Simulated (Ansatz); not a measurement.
Geometry optimisation, RKS B3LYP/def2-SVP in Ansatz.

Input:

```yaml
crystal:
  periodic: [false, false, false]
  atoms:
    - { symbol: B, position_ang: [-1.1461, -1.8804, 0.1398] }
    - { symbol: C, position_ang: [-0.7926, -0.3354, 0.3468] }
    - { symbol: C, position_ang: [0.2454, 0.2849, -0.2164] }
    - { symbol: "N", position_ang: [1.1917, -0.3635, -1.1677] }
    - { symbol: C, position_ang: [0.5927, 1.691, 0.0977] }
    - { symbol: "N", position_ang: [0.2572, 2.2825, 1.2311] }
    - { symbol: H, position_ang: [-0.4883, -2.6022, -0.4495] }
    - { symbol: H, position_ang: [-2.1309, -2.2301, 0.646] }
    - { symbol: H, position_ang: [-1.4545, 0.2337, 1.037] }
    - { symbol: H, position_ang: [1.9651, 0.114, -1.514] }
    - { symbol: H, position_ang: [0.8929, -1.3126, -1.5408] }
    - { symbol: H, position_ang: [1.1973, 2.2753, -0.5765] }
    - { symbol: H, position_ang: [-0.3095, 1.8081, 1.9813] }
basis:
  gaussian: { orbitals: def2-SVP }
hamiltonian:
  xc: b3lyp
relax:
  f_tol: 0.015
  max_steps: 40
```

Launched with:

```bash
$ ansatz run input.yaml --threads 2 --pin off --max-ram 3072MiB --backend cpu --events-out ev --progress --plain --runs-dir out
```

**Question.** Where does it end, and by what steps?

**Answer.** The forces met the threshold. The force dipped under the threshold on the way, but the program's further checks kept it going. After 16 steps the energy has fallen by 0.985 eV; H13 moved furthest, 0.33 Å.

```
step  energy less start (eV)  largest force component (eV/Å)  accepted
   0                  0.0000                           4.937       yes
   1                 -0.7820                           2.141       yes
   2                 -0.9058                           0.979       yes
   3                 -0.8485                           0.919        no
   4                 -0.9775                           0.224       yes
   5                 -0.9809                           0.130       yes
   6                 -0.9823                           0.082       yes
   7                 -0.9836                           0.041       yes
   8                 -0.9840                           0.025       yes
   9                 -0.9842                           0.022       yes
  10                 -0.9843                           0.020       yes
  11                 -0.9844                           0.014       yes
  12                 -0.9845                           0.013       yes
  13                 -0.9845                           0.016       yes
  14                 -0.9845                           0.016       yes
  15                 -0.9845                           0.017        no
  16                 -0.9846                           0.007       yes
```

```xyz
13
Properties=species:S:1:pos:R:3
B -1.176 -1.845 0.154
C -0.768 -0.419 0.426
C 0.283 0.246 -0.183
N 1.067 -0.281 -1.150
C 0.656 1.659 0.169
N 0.227 2.368 1.127
H -0.574 -2.532 -0.651
H -2.110 -2.355 0.727
H -1.325 0.179 1.155
H 1.873 0.219 -1.500
H 0.921 -1.239 -1.447
H 1.409 2.116 -0.501
H -0.461 1.848 1.689
```

The run took 62 s on 2 threads of Arm Neoverse V1, with other jobs on the host, peak memory 0.28 GiB.
